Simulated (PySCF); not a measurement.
Species: C5H2FNO.
Geometry (GFN2-xTB, Å), atoms numbered from 1 in this order:
```
atom  x, y, z in Å
C1     2.9598   -0.0090    0.4665
C2     1.7639    0.0445    0.3741
C3     0.3637    0.0865    0.2703
N4    -0.3711    1.1364    0.0483
C5    -1.6583    0.6949    0.0324
C6    -1.6272   -0.6462    0.2544
F7    -2.5800   -1.5559    0.3382
O8    -0.3615   -1.0565    0.4080
H9     4.0058   -0.0409    0.5451
H10   -2.4862    1.3509   -0.1311
```

Computed at PBE0/pcSseg-1 (PySCF, non-relativistic), with Q(14N) = 0.02044 b, Q(17O) = −0.0256 b: N4, 14N (I = 1): χzz = -4.793 MHz, η = 0.184; O8, 17O (I = 5/2): χzz = -8.527 MHz, η = 0.132.

Find the zero-field quadrupole resonance frequencies of 14N at N4.

From ν± = (3/4)|χ|(1 ± η/3) and ν0 = |χ|η/2: ν+ 3.815 MHz, ν− 3.374 MHz, ν0 0.441 MHz (pyridine-type nitrogen).

Find the zero-field quadrupole resonance frequencies of 17O at O8.

From the eigenvalues of H = χ/[4I(2I − 1)] × [3Iz² − I(I + 1) + η(Ix² − Iy²)], steps between neighbouring levels, labelled as for η = 0: ±1/2↔±3/2 1.303 MHz, ±3/2↔±5/2 2.549 MHz (furan-type oxygen).

In a crystal, neighbours and librations shift these lines. Geometry: GFN2-xTB; no solvent, vibrations or thermal averaging. GFN2-xTB bond lengths can be off by several hundredths of an ångström, more for odd bonds, and the gradients follow them. The basis is small and wasn't made for field gradients, so the couplings can be 20 % off.

The run behind these numbers computed NMR shieldings as well. On one thread of an Arm Neoverse V2, shared host, this took 12 s wall and 0.71 GiB of memory at its peak.
